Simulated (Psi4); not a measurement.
Cl₄SW (SMILES [S]=[W]([Cl])([Cl])([Cl])[Cl]), singlet, at a GFN2-xTB geometry (such geometries of metal compounds can be far from the true shape) (core potentials on W), with bond 2-1 at 1.3 times its length; Psi4 1.11 with HF/def2-SVP.

The Psi4 input:
```
memory 2 GB

molecule {
0 1
  W     0.05136557   -0.02213398    0.05443562
  S     1.93229158   -0.83264534    2.04778194
  Cl   -1.46040727    0.62930529   -1.54769376
  Cl    0.27309176    2.15259903    0.49173666
  Cl    1.19778788   -0.92365033   -1.63163749
  Cl   -1.64416414   -1.15427854    0.95625937
}

set basis def2-svp
set damping_percentage 20

energy('scf')
print_variables()
```

Output, abridged:

```
   => Loading Basis Set <=

    Name: DEF2-SVP
    Role: ORBITAL
    Keyword: BASIS

    !!!  WARNING: ECP capability is in beta. Please check occupations closely.  !!!

         ---------------------------------------------------------
                                   SCF
               by Justin Turney, Rob Parrish, Andy Simmonett
                          and Daniel G. A. Smith
                              RHF Reference
         ---------------------------------------------------------

  ==> Geometry <==

    Molecular point group: c1
    Full point group: C1

    Geometry (in Angstrom), charge = 0, multiplicity = 1:

       Center              X                  Y                   Z               Mass
    ------------   -----------------  -----------------  -----------------  -----------------
         W            0.011737002240    -0.005057601136     0.012438505568   183.950930920000
         S            1.892663012240    -0.815568961136     2.005784825568    31.972071174400
         CL          -1.500035837760     0.646381668864    -1.589690874432    34.968852682000
         CL           0.233463192240     2.169675408864     0.449739545568    34.968852682000
         CL           1.158159312240    -0.906573951136    -1.673634604432    34.968852682000
         CL          -1.683792707760    -1.137202161136     0.914262255568    34.968852682000

  Running in c1 symmetry.

  Rotational constants: A =      0.03251  B =      0.02382  C =      0.02382 [cm^-1]
  Rotational constants: A =    974.71998  B =    714.12653  C =    714.12653 [MHz]
  Nuclear repulsion =  676.882881301166890

  Charge       = 0
  Multiplicity = 1
  Electrons    = 98
  Nalpha       = 49
  Nbeta        = 49

  ==> Algorithm <==

  SCF Algorithm Type is DF.
  DIIS enabled.
  MOM disabled.
  Fractional occupation disabled.
  Guess Type is SAD.
  Energy threshold   = 1.00e-06
  Density threshold  = 1.00e-06
  Integral threshold = 1.00e-12

  ==> Primary Basis <==

  Basis Set: DEF2-SVP
    Blend: DEF2-SVP
    Number of shells: 52
    Number of basis functions: 122
    Number of Cartesian functions: 132
    Spherical Harmonics?: true
    Max angular momentum: 3

  Core potential: DEF2-SVP
    Number of shells: 4
    Number of ECP primitives: 10
    Number of ECP core electrons: 60
    Max angular momentum: 3

   => Loading Basis Set <=

    Name: (DEF2-SVP AUX)
    Role: JKFIT
    Keyword: DF_BASIS_SCF

  ==> Integral Setup <==

[...]
   @DF-RHF iter  89: -2301.17771617688322    6.29126e-03   3.97431e-05 DIIS/DAMP=20%
   @DF-RHF iter  90: -2301.18146576906111   -3.74959e-03   4.80207e-05 DIIS/DAMP=20%
   @DF-RHF iter  91: -2301.18260349826733   -1.13773e-03   5.64146e-05 DIIS/DAMP=20%
   @DF-RHF iter  92: -2301.18198897340380    6.14525e-04   6.29818e-05 DIIS/DAMP=20%
   @DF-RHF iter  93: -2301.18214365631002   -1.54683e-04   8.20702e-05 DIIS/DAMP=20%
   @DF-RHF iter  94: -2301.18245058701450   -3.06931e-04   5.22752e-05 DIIS/DAMP=20%
   @DF-RHF iter  95: -2301.18367928607495   -1.22870e-03   5.47740e-05 DIIS/DAMP=20%
   @DF-RHF iter  96: -2301.17805739845198    5.62189e-03   8.87200e-05 DIIS/DAMP=20%
   @DF-RHF iter  97: -2301.18865983878777   -1.06024e-02   9.98984e-05 DIIS/DAMP=20%
   @DF-RHF iter  98: -2301.18420837846452    4.45146e-03   5.90330e-05 DIIS/DAMP=20%
   @DF-RHF iter  99: -2301.18385266327550    3.55715e-04   6.27026e-05 DIIS/DAMP=20%
   @DF-RHF iter 100: -2301.18334368085561    5.08982e-04   6.25752e-05 DIIS/DAMP=20%

PsiException: Could not converge SCF iterations in 100 iterations.

  Failed to converge.

Traceback (most recent call last):
  File "psi4", line 375, in <module>
  File "<string>", line 27, in <module>
  File "site-packages/psi4/driver/driver.py", line 533, in energy
  File "site-packages/psi4/driver/procrouting/proc.py", line 2760, in run_scf
  File "site-packages/psi4/driver/procrouting/proc.py", line 2047, in scf_helper
  File "site-packages/psi4/driver/procrouting/scf_proc/scf_iterator.py", line 93, in scf_compute_energy
  File "site-packages/psi4/driver/procrouting/scf_proc/scf_iterator.py", line 86, in scf_compute_energy
  File "site-packages/psi4/driver/procrouting/scf_proc/scf_iterator.py", line 609, in scf_iterate

psi4.driver.p4util.exceptions.SCFConvergenceError: Could not converge SCF iterations in 100 iterations.

Printing out the relevant lines from the Psithon --> Python processed input file:
      Cl   -1.64416414   -1.15427854    0.95625937
    """)
    core.IO.set_default_namespace("")
    core.set_global_option("BASIS", "def2-svp")
    core.set_global_option("DAMPING_PERCENTAGE", 20)
--> energy('scf')
    print_variables()

!-------------------------------------------------------!
!                                                       !
!  Could not converge SCF iterations in 100 iterations. !
!                                                       !
!-------------------------------------------------------!
```

The run did not converge; its last values are not results.
